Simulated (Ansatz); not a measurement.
Relaxation of BrClF2GeH2 (7 atoms, charge 0, multiplicity 1), to a largest force component of 0.03 eV/Å in at most 50 steps.

Level of theory: RKS PBE-D4/def2-SVP in Ansatz.

```xyz
7
Properties=species:S:1:pos:R:3:forces:R:3
Ge 0.205 -0.023 0.007 0.06 0.03 0.53
Cl 0.423 0.083 2.196 -0.10 -0.03 -0.54
F 1.822 -0.069 -0.630 0.01 -0.02 -0.01
F -0.437 1.500 -0.522 0.01 0.00 -0.01
H -0.616 -1.225 -0.478 0.05 0.03 0.00
Br -3.207 -0.188 1.152 0.84 0.19 0.93
H -2.145 0.040 2.196 -0.86 -0.20 -0.90
```

Problem. Where does it end, and by what steps?

Solution. The forces met the threshold. After 8 steps the energy has fallen by 0.066 eV; Br6 moved furthest, 0.27 Å.

| step | energy less start (eV) | largest force component (eV/Å) | accepted |
| --- | --- | --- | --- |
| 0 | 0.0000 | 0.930 | yes |
| 1 | -0.0586 | 0.231 | yes |
| 2 | -0.0547 | 0.260 | no |
| 3 | -0.0636 | 0.038 | yes |
| 4 | -0.0645 | 0.039 | yes |
| 5 | -0.0654 | 0.076 | yes |
| 6 | -0.0659 | 0.043 | yes |
| 7 | -0.0663 | 0.033 | yes |
| 8 | -0.0664 | 0.026 | yes |

```xyz
7
Properties=species:S:1:pos:R:3
Ge 0.239 0.027 -0.017
Cl 0.343 0.189 2.137
F 1.872 -0.193 -0.574
F -0.254 1.574 -0.632
H -0.668 -1.106 -0.512
Br -3.329 -0.310 1.358
H -2.157 -0.063 2.162
```

Whether the end is a true minimum wasn't checked by a vibrational analysis.

Time of the run: 10 s on 4 threads of Arm Neoverse V2 (shared host), peak memory 0.17 GiB.
